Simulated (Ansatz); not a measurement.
Breaking a bond: C₂H₁₀Al₂O₆, singlet. The Al1–O19 bond (Al1 also carries Al, O, O, O; O19 carries H) is pulled apart rigidly from the PBE0/def2-SVP optimised geometry. Each curve is given relative to its own lowest point near equilibrium.

```json
[
 {"R / Å": "1.41", "A": "2.205", "B": "2.163", "C": "2.317"},
 {"R / Å": "1.50", "A": "0.912", "B": "0.884", "C": "0.991"},
 {"R / Å": "1.61", "A": "0.172", "B": "0.159", "C": "0.209"},
 {"R / Å": "1.67", "A": "0.026", "B": "0.021", "C": "0.041"},
 {"R / Å": "1.71", "A": "0.000", "B": "0.000", "C": "0.000"},
 {"R / Å": "1.75", "A": "0.020", "B": "0.025", "C": "0.005"},
 {"R / Å": "1.81", "A": "0.117", "B": "0.130", "C": "0.080"},
 {"R / Å": "1.93", "A": "0.478", "B": "0.507", "C": "0.398"},
 {"R / Å": "2.06", "A": "1.009", "B": "1.056", "C": "0.883"},
 {"R / Å": "2.26", "A": "1.917", "B": "1.994", "C": "1.721"},
 {"R / Å": "2.50", "A": "2.965", "B": "3.078", "C": "2.687"},
 {"R / Å": "2.83", "A": "4.179", "B": "4.346", "C": "3.791"},
 {"R / Å": "3.19", "A": "4.986", "B": "5.419", "C": "4.683"},
 {"R / Å": "3.62", "A": "5.445", "B": "6.364", "C": "5.413"},
 {"R / Å": "4.16", "A": "5.691", "B": "7.183", "C": "5.976"},
 {"R / Å": "4.97", "A": "5.809", "B": "7.926", "C": "6.402"}
]
```

Energies in eV.

Problem. Which curve belongs to which method? The methods are restricted CAM-B3LYP/def2-SVP run with Ansatz (a quantum-chemistry and plane-wave program); Ansatz with restricted PBE/def2-SVP; unrestricted PBE0/def2-SVP in Ansatz.

Solution. A is UKS-PBE0; B is RKS-CAM-B3LYP; C is RKS-PBE.

The restricted form behind RKS-PBE, RKS-CAM-B3LYP keeps the bonding electrons paired and can't separate into open-shell fragments. The unrestricted determinant behind UKS-PBE0 is spin-contaminated at 2.83 to 4.97 Å (<S²> up to 1.0, against 0.00 for a pure singlet).
